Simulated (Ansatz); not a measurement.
The same path of C2H5AlS (9 atoms, charge 0, multiplicity 1) was run twice with different band settings. The coordinate that changes most is the dihedral H5–C1–C2–S4.

The calculation used RKS PBE0-D4/def2-SVP in Ansatz.

Relaxed end points:

```xyz
9
Properties=species:S:1:pos:R:3
C -0.040 1.341 -0.780
C -0.322 0.327 0.064
Al 0.853 -1.229 0.051
S -1.721 0.442 1.136
H 0.825 1.282 -1.449
H -0.640 2.258 -0.847
H 2.084 -1.227 -0.952
H 0.539 -2.438 1.038
H -1.578 -0.756 1.741
```

```xyz
9
Properties=species:S:1:pos:R:3
C -0.040 1.342 -0.781
C -0.322 0.328 0.063
Al 0.852 -1.229 0.050
S -1.721 0.441 1.137
H -0.640 2.259 -0.847
H 0.825 1.281 -1.450
H 2.086 -1.229 -0.950
H 0.538 -2.438 1.036
H -1.577 -0.757 1.742
```

Common settings: movable images 5; climbing image yes; optimiser quadratic models (default); start path through a guess of the saddle point; force threshold 0.05 eV/Å; iteration limit 60; end points relaxed.

| run | spring |
| --- | --- |
| 1 | 5.0 eV/Å² |
| 2 | 20.0 eV/Å² |

Q: What does each run give, and how far can it be trusted?

A: Run 1: converged after 52 iterations, highest image 1.679 eV above the first end. The dihedral H5–C1–C2–S4 jumps by 102° between images 2 and 3, so the path isn't resolved there. Neighbouring images differ by up to 1.6 eV, so the band resolves the path poorly. A vibrational analysis at the climbing image gives one clearly imaginary mode, 617i cm⁻¹: a first-order saddle point.
Run 2: converged after 54 iterations, highest image 1.679 eV above the first end. Neighbouring images differ by up to 1.5 eV, so the band resolves the path poorly. Another band between the same ends (5 images) ends at a top of the same energy, where a vibrational analysis finds 1 clearly imaginary mode.
